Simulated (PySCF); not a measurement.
# Run times: chlorine in aug-cc-pwCVTZ

Measured wall times of calculations with PySCF 2.14 in aug-cc-pwCVTZ, with the non-relativistic Hamiltonian (point nucleus), run from one Python driver. Hardware: 1 thread of Neoverse-V2 on a shared host, 1.3 GiB allowed. The two-electron integrals over 75 functions were computed once and kept in memory (0.16 CPU seconds with the set-up); the times below exclude them. Kohn-Sham runs start from converged Hartree-Fock orbitals.

Launch command (the driver calls PySCF for each step listed in the task file):

```bash
OMP_NUM_THREADS=1 python atomrun2.py TASK.json OUT
```

```json
{"species": "Cl²⁺ [Ne] 3s2 3p2 3d1", "step": "UHF with spin-orbit constants", "iterations": "7", "wall time (s)": "1.6"}
{"species": "Cl²⁺ [Ne] 3s2 3p2 3d1", "step": "LDA", "iterations": "6", "wall time (s)": "0.73"}
{"species": "Cl²⁺ [Ne] 3s2 3p2 3d1", "step": "PBE", "iterations": "6", "wall time (s)": "1"}
{"species": "Cl²⁺ [Ne] 3s2 3p2 3d1", "step": "PBE0", "iterations": "7", "wall time (s)": "1.4"}
{"species": "Cl²⁺ [Ne] 3s2 3p2 3d1", "step": "r2SCAN", "iterations": "7", "wall time (s)": "3.1"}
{"species": "Cl²⁺ [Ne] 3s2 3p2 3d1", "step": "BP86", "iterations": "7", "wall time (s)": "1.2"}
{"species": "Cl²⁺ [Ne] 3s2 3p2 3d1", "step": "wB97X", "iterations": "8", "wall time (s)": "2"}
{"species": "Cl²⁺ [Ne] 3s2 3p2 3d1", "step": "revPBE", "iterations": "6", "wall time (s)": "1.1"}
{"species": "Cl²⁺ [Ne] 3s2 3p2 3d1", "step": "MP2 (5 electrons)", "iterations": "", "wall time (s)": "0.16"}
{"species": "Cl²⁺ [Ne] 3s2 3p2 3d1", "step": "MP2 (13 electrons)", "iterations": "", "wall time (s)": "0.26"}
{"species": "Cl²⁺ [Ne] 3s2 3p2 3d1", "step": "MP2 (15 electrons)", "iterations": "", "wall time (s)": "0.28"}
{"species": "Cl²⁺ [Ne] 3s1 3p4", "step": "UHF with spin-orbit constants", "iterations": "6", "wall time (s)": "1.5"}
{"species": "Cl²⁺ [Ne] 3s1 3p4", "step": "LDA", "iterations": "6", "wall time (s)": "0.73"}
{"species": "Cl²⁺ [Ne] 3s1 3p4", "step": "PBE", "iterations": "6", "wall time (s)": "1"}
{"species": "Cl²⁺ [Ne] 3s1 3p4", "step": "PBE0", "iterations": "6", "wall time (s)": "1.2"}
{"species": "Cl²⁺ [Ne] 3s1 3p4", "step": "r2SCAN", "iterations": "6", "wall time (s)": "2.7"}
{"species": "Cl²⁺ [Ne] 3s1 3p4", "step": "BP86", "iterations": "6", "wall time (s)": "1"}
{"species": "Cl²⁺ [Ne] 3s1 3p4", "step": "wB97X", "iterations": "6", "wall time (s)": "1.6"}
{"species": "Cl²⁺ [Ne] 3s1 3p4", "step": "TPSSh", "iterations": "6", "wall time (s)": "3"}
{"species": "Cl²⁺ [Ne] 3s1 3p4", "step": "revPBE", "iterations": "6", "wall time (s)": "1"}
{"species": "Cl²⁺ [Ne] 3s1 3p4", "step": "MP2 (5 electrons)", "iterations": "", "wall time (s)": "0.16"}
{"species": "Cl²⁺ [Ne] 3s1 3p4", "step": "MP2 (13 electrons)", "iterations": "", "wall time (s)": "0.25"}
{"species": "Cl²⁺ [Ne] 3s1 3p4", "step": "MP2 (15 electrons)", "iterations": "", "wall time (s)": "0.28"}
```

Problem. Roughly how long does TPSSh take for Cl²⁺ [Ne] 3s2 3p2 3d1 here?

Solution. About 3.4 s.

Peak memory of the process: 0.31 GiB. Times on a shared host vary from run to run.
